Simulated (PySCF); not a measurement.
C2H7BFN. Atoms are numbered in the order given.

```xyz
12

B     -0.0585     0.5108     0.0000
F     -1.4165     0.4223     0.0000
C      0.6123     1.9394     0.0000
H      1.7202     1.9182     0.0000
H      0.2809     2.5203    -0.8869
H      0.2809     2.5203     0.8869
N      0.6729    -0.6944     0.0000
C      0.1296    -2.0387     0.0000
H      1.6924    -0.6385     0.0000
H      0.4401    -2.6179    -0.8976
H      0.4401    -2.6179     0.8976
H     -0.9752    -1.9823     0.0000
```
Charge 0, spin multiplicity 1.

Coordinates come from a PBE-D3(BJ)/def2-SVP optimisation. The structure was generated by enumeration, and PubChem lists no compound with its InChIKey, so it may never have been made. Other conformers were not sampled.

Level of theory: PySCF with PBE-D3(BJ)/def2-SVP.

No scaling factor is applied to the harmonic values.

| mode | ν (cm⁻¹) | IR (km/mol) | moving atoms (share of kinetic energy) |
|---|---|---|---|
| 1 | 117 | 1.8 | H 88 % |
| 2 | 149 | 0.0 | H 94 % |
| 3 | 175 | 1.5 | H 40 %, N 37 %, C 20 % |
| 4 | 212 | 1.4 | C 34 %, F 28 %, H 27 % |
| 5 | 322 | 4.0 | F 34 %, H 28 %, C 25 %, N 9 % |
| 6 | 477 | 7.2 | B 47 %, H 35 %, N 11 % |
| 7 | 516 | 0.7 | C 42 %, H 20 %, N 18 %, F 13 % |
| 8 | 602 | 55.8 | H 90 % |
| 9 | 743 | 3.4 | N 30 %, F 25 %, H 22 %, C 21 % |
| 10 | 824 | 1.7 | H 62 %, C 25 %, F 12 % |
| 11 | 865 | 32.0 | H 49 %, B 29 %, C 19 % |
| 12 | 1054 | 44.3 | H 67 %, C 18 % |
| 13 | 1085 | 1.3 | N 28 %, H 26 %, C 25 %, B 19 % |
| 14 | 1105 | 0.1 | H 75 %, C 20 % |
| 15 | 1194 | 51.3 | H 52 %, B 24 %, C 11 %, N 9 % |
| 16 | 1290 | 70.5 | H 68 %, C 22 %, B 11 % |
| 17 | 1333 | 146.5 | B 42 %, H 36 %, C 13 % |
| 18 | 1386 | 3.0 | H 96 % |
| 19 | 1390 | 3.3 | H 91 % |
| 20 | 1407 | 50.5 | H 76 %, C 10 %, B 10 % |
| 21 | 1421 | 5.2 | H 97 % |
| 22 | 1425 | 28.3 | H 89 % |
| 23 | 1528 | 242.9 | N 37 %, B 32 %, H 29 % |
| 24 | 2942 | 72.9 | H 97 % |
| 25 | 2971 | 3.2 | H 97 % |
| 26 | 3003 | 32.9 | H 90 %, C 10 % |
| 27 | 3050 | 6.4 | H 91 %, C 9 % |
| 28 | 3071 | 15.8 | H 91 %, C 9 % |
| 29 | 3083 | 5.3 | H 91 %, C 9 % |
| 30 | 3541 | 18.5 | H 93 % |
